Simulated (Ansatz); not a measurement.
`[SiH3][GaH][O][SbH2]` + H–F → `[F][GaH][SiH3]` + `[OH][SbH2]` at 298.15 K and 1 bar (ligand exchange at a Ga–O bond).

Program: Ansatz. Geometries: PBE0-D4/def2-TZVP. ΔE: electronic, gas phase. CCSD(T)/CBS is the MP2 limit (def2-TZVPP, def2-QZVPP) plus CCSD(T) − MP2 in def2-TZVPP, frozen cores. This one scheme is used for every species. Elements past krypton have def2 core potentials. For Ga, Sb outer-core shells are correlated without core-valence functions, which leaves a few kJ/mol of doubt a bond. Scalar relativity is left out up to krypton. Each species was taken in one conformer, which may not be the lowest.

```
               species  CCSD(T)/CBS energy (Eh)  H − E (kJ/mol)  S (J/(mol·K))
`[SiH3][GaH][O][SbH2]`              -2531.82516           153.0          408.1
                   H–F               -100.39570            33.5          173.6
      `[F][GaH][SiH3]`              -2315.24439           105.1          336.4
          `[OH][SbH2]`               -316.98030            82.9          277.2
```

H − E and S are ideal-gas, rigid-rotor, harmonic terms from PBE0-D4/def2-TZVP, for one conformer and one mirror image of each species. 1 Eh = 2625.50 kJ/mol, R = 8.31446 J/(mol·K).

Question: By hand: ΔE, ΔH, ΔS and ΔG.

Answer: ΔE = (-2315.24439) + (-316.98030) − (-2531.82516) − (-100.39570) = -0.00383 Eh = -10.1 kJ/mol. Δ(H − E) = 105.1 + 82.9 − 153.0 − 33.5 = 1.5, so ΔH = -8.6 kJ/mol. ΔS = 336.4 + 277.2 − 408.1 − 173.6 = 31.9 J/(mol·K). ΔG = -8.6 − 298.15 × (31.9)/1000 = -18.1 kJ/mol.

Question: By hand: the equilibrium constant, and the temperature at which ΔG would vanish if ΔH and ΔS stayed fixed.

Answer: log₁₀ K = −ΔG/(RT ln 10) = 3.2. ΔH and −TΔS have one sign here, so there is no such temperature.

TΔS isn't small against ΔH here. A doubt of 5 kJ/mol in ΔE shifts log₁₀ K by 0.9 here. Other conformers and mirror images would add mixing entropy, several J/(mol·K) or more a flexible species. Modes under 60 cm⁻¹, often nearly free rotors, make the harmonic entropy too high. These are equilibria of isolated gas molecules and say nothing of rates. Largest T1 diagnostic: 0.016 (customary marks: 0.02 for closed shells, 0.045 for open ones).
